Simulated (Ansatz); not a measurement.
A structure relaxed at PBE0-D4/def2-TZVP, charge 0, multiplicity 1:

```
atom    x (Å)    y (Å)    z (Å)
  N1  -1.7978  -0.9590  -0.0776
 Si2  -0.8031  -0.1748   1.0936
 Si3   1.2116   0.2130  -0.0158
  N4   1.0238   1.3282  -1.2803
 Cl5   1.8530  -1.6627  -0.6529
 Cl6   2.7051   0.9312   1.1953
  H7  -2.7941  -1.0078   0.0673
  H8  -1.4586  -1.8069  -0.5061
  H9  -0.5156  -0.9327   2.3477
 H10  -1.4691   1.0995   1.4692
 H11   1.8212   1.7244  -1.7524
 H12   0.2235   1.2474  -1.8881
```

(1) Give its formula and SMILES.

(2) Summarise the bond lengths by kind.

Results:

(1) Cl2H6N2Si2, `N[SiH2][Si](N)(Cl)Cl`.

(2) 2 × N–Si 1.696 to 1.725 Å; 4 × H–N 1.008 to 1.009 Å; 1 × Si–Si 2.332 Å; 2 × H–Si 1.486 to 1.493 Å; 2 × Cl–Si 2.053 to 2.082 Å.

Computed with Ansatz.
